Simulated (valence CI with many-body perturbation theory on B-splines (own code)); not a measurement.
V XVII: electric-dipole lines

Computed by valence CI with perturbative core correlation (CI+MBPT): five valence electrons over a frozen Dirac-Fock core [He], a basis of 11 s, 11 p, 10 d, 8 f, 5 g, 2 h functions for each j, with the one-electron correlation potential Σ1, the two-electron term Σ2, the three-electron term Σ3, Breit, model QED; selected CI, second order for the rest, scaled by the run's own slope (own B-spline code, finite nucleus).

No measured spectrum was set against this ion. As an estimate, levels of excited configurations hold to 0.05 to 0.15 % of their energy, terms of the ground configuration to about 0.5 %. Among the levels kept, up to 5400 cm⁻¹ of a level comes from second order outside the variational space, and about a tenth of that is noise between levels of different J, which matters for small intervals.

Lines 51 to 100 of 585 in falling wavelength, among levels below 60.743 Ry, chosen from the strongest by gf and those to the six lowest levels. Wavelengths and rates use the calculated energies, so an error of 500 cm⁻¹ moves a line at 508.6 Å by 0.25 % and its rate by three times that or more. Electric multipoles are in the length gauge, E1 and E2 with the static RPA response of the core. Weak lines are less certain than strong ones. Lines between different terms over intervals too small for the method are left out, as are lines whose strength nearly cancels. The highest levels of a list are the least certain.

Names give the largest LS component (configuration and term), which can be under half, so a name can repeat, a term be missing and a line seem to break the LS rules; names also repeat where a configuration has a term twice. Letters in brackets count levels of one name in rising energy.

```
λ vac (Å)                   Upper                   Lower   A (s⁻¹)  log gf  Branch %
    508.6   2s 2p3 3d 4F°_7/2 [a]        2s 2p3 3p 4F_7/2  6.44e+08   -0.70       0.2
    507.8    2s 2p3 3p 2P_3/2 [c]   2s 2p3 3s 4S°_3/2 [b]  8.22e+08   -0.90       0.1
    506.4    2s 2p3 3p 2P_3/2 [e]   2s 2p3 3s 2P°_1/2 [b]  1.75e+09   -0.57       0.4
    505.2       2s 2p3 3d 6D°_7/2        2s 2p3 3p 6P_7/2  7.10e+08   -0.66       8.7
    504.8      2s2 2p2 3p 2F°_7/2       2s2 2p2 3s 2D_5/2  2.14e+09   -0.18      11.6
    502.9       2s 2p3 3d 4G°_5/2    2s 2p3 3p 2P_3/2 [a]  5.23e+08   -0.92       0.5
    502.7       2s 2p3 3d 6D°_9/2        2s 2p3 3p 6P_7/2  2.03e+09   -0.11      98.1
    501.3    2s 2p3 3p 4D_7/2 [a]       2s 2p3 3s 4D°_5/2  1.99e+09   -0.22       5.0
    501.3        2s 2p3 3p 6P_7/2       2s 2p3 3s 6S°_5/2  2.36e+09   -0.15       5.4
    501.1      2s 2p3 3d 4G°_11/2        2s 2p3 3p 4F_9/2  2.10e+09   -0.02      43.2
    500.7   2s 2p3 3d 4F°_9/2 [c]    2s 2p3 3p 4D_7/2 [b]  2.06e+09   -0.11      16.4
    498.2   2s 2p3 3d 4F°_5/2 [a]    2s 2p3 3p 4D_5/2 [a]  8.50e+08   -0.72       0.3
    498.2   2s 2p3 3d 2P°_3/2 [a]    2s 2p3 3p 4P_1/2 [b]  5.70e+08   -1.07       0.0
    497.7   2s 2p3 3d 4F°_9/2 [b]    2s 2p3 3p 4D_7/2 [a]  1.99e+09   -0.13      32.0
    494.7  2s2 2p2 3p 2D°_5/2 [a]       2s2 2p2 3s 2P_3/2  1.31e+09   -0.54       6.2
    494.4      2s2 2p2 3p 4P°_1/2       2s2 2p2 3s 4P_3/2  1.21e+09   -1.05       3.9
    491.0   2s 2p3 3d 4D°_5/2 [d]    2s 2p3 3p 4P_5/2 [d]  4.86e+08   -0.98       0.0
    490.9   2s 2p3 3d 4D°_7/2 [c]    2s 2p3 3p 4P_5/2 [c]  1.35e+09   -0.41       0.0
    489.0       2s 2p3 3d 4G°_7/2        2s 2p3 3p 4F_5/2  1.93e+09   -0.26       1.0
    488.7   2s 2p3 3d 4D°_5/2 [c]    2s 2p3 3p 4P_5/2 [c]  6.58e+08   -0.85       0.0
    488.5   2s2 2p2 3d 2D_5/2 [b]  2s2 2p2 3p 2D°_5/2 [b]  7.07e+08   -0.82       0.0
    488.1    2s 2p3 3p 2D_3/2 [a]   2s 2p3 3s 2D°_5/2 [a]  7.59e+08   -0.96       0.0
    487.8   2s 2p3 3d 4D°_1/2 [c]    2s 2p3 3p 4P_1/2 [c]  1.19e+09   -1.07       0.0
    487.5  2s2 2p2 3p 2P°_3/2 [a]       2s2 2p2 3s 2P_3/2  1.25e+09   -0.75       2.5
    487.3   2s 2p3 3d 2G°_9/2 [b]    2s 2p3 3p 2F_7/2 [b]  2.24e+09   -0.10       5.8
    486.7       2s 2p3 3d 4S°_3/2    2s 2p3 3p 4P_5/2 [b]  8.07e+08   -0.94       0.0
    486.3   2s 2p3 3d 4F°_3/2 [a]    2s 2p3 3p 4D_1/2 [a]  9.14e+08   -0.89       0.7
    485.8   2s 2p3 3d 4F°_9/2 [a]        2s 2p3 3p 4F_7/2  1.43e+09   -0.30      20.6
    485.7  2s2 2p2 3p 2P°_1/2 [c]       2s2 2p2 3s 2S_1/2  2.36e+09   -0.78       5.2
    485.4   2s 2p3 3d 4F°_7/2 [b]    2s 2p3 3p 4D_5/2 [b]  1.95e+09   -0.26       0.2
    484.2   2s 2p3 3d 4F°_7/2 [a]    2s 2p3 3p 4D_5/2 [a]  1.08e+09   -0.52       0.3
    484.1       2s 2p3 3d 6D°_3/2        2s 2p3 3p 6P_5/2  6.62e+08   -1.03       2.4
    483.9    2s 2p3 3p 2P_3/2 [f]   2s 2p3 3s 2P°_3/2 [b]  2.12e+09   -0.53       0.2
    483.7   2s 2p3 3d 4D°_5/2 [c]    2s 2p3 3p 4P_3/2 [c]  7.84e+08   -0.78       0.0
    483.6       2s 2p3 3d 6D°_5/2        2s 2p3 3p 6P_5/2  1.36e+09   -0.54       7.6
    482.9   2s 2p3 3d 4D°_7/2 [d]    2s 2p3 3p 4P_5/2 [d]  2.03e+09   -0.25       0.1
    482.6       2s 2p3 3d 6D°_7/2        2s 2p3 3p 6P_5/2  1.47e+09   -0.39      18.0
    478.6   2s 2p3 3d 4F°_5/2 [a]    2s 2p3 3p 4D_3/2 [a]  8.67e+08   -0.75       0.3
    477.4       2s2 2p2 3d 4F_9/2      2s2 2p2 3p 4D°_7/2  2.16e+09   -0.13      99.6
    476.6    2s 2p3 3p 2D_3/2 [a]   2s 2p3 3s 2D°_3/2 [a]  1.68e+09   -0.64       0.1
    476.0    2s 2p3 3p 2S_1/2 [b]   2s 2p3 3s 2P°_3/2 [b]  2.25e+09   -0.82       0.4
    475.4   2s2 2p2 3d 2D_3/2 [b]  2s2 2p2 3p 2D°_3/2 [b]  9.16e+08   -0.91       0.0
    474.5       2s 2p3 3d 6D°_1/2        2s 2p3 3p 6P_3/2  2.39e+09   -0.79       9.1
    474.2       2s 2p3 3d 6D°_3/2        2s 2p3 3p 6P_3/2  1.69e+09   -0.64       6.2
    473.7       2s 2p3 3d 6D°_5/2        2s 2p3 3p 6P_3/2  7.60e+08   -0.81       4.3
    473.5    2s 2p3 3p 2D_3/2 [c]   2s 2p3 3s 2D°_3/2 [b]  2.11e+09   -0.55       0.4
    472.4  2s2 2p2 3p 2P°_3/2 [c]       2s2 2p2 3s 2S_1/2  2.38e+09   -0.50       3.1
    472.3   2s 2p3 3d 4F°_5/2 [b]    2s 2p3 3p 4D_3/2 [b]  1.95e+09   -0.41       0.1
    472.0  2s2 2p2 3p 2D°_3/2 [b]       2s2 2p2 3s 2D_3/2  8.48e+08   -0.95       1.3
    469.7       2s2 2p2 3d 4F_7/2      2s2 2p2 3p 4D°_5/2  2.21e+09   -0.23       1.7
```

**Question.** How does gf follow from A for the line at 502.7 Å?

**Answer.** gf = 1.4992 × (2J+1)_upper × A / σ², with σ = 198912 cm⁻¹ and 2J+1 = 10: gf = 0.768.
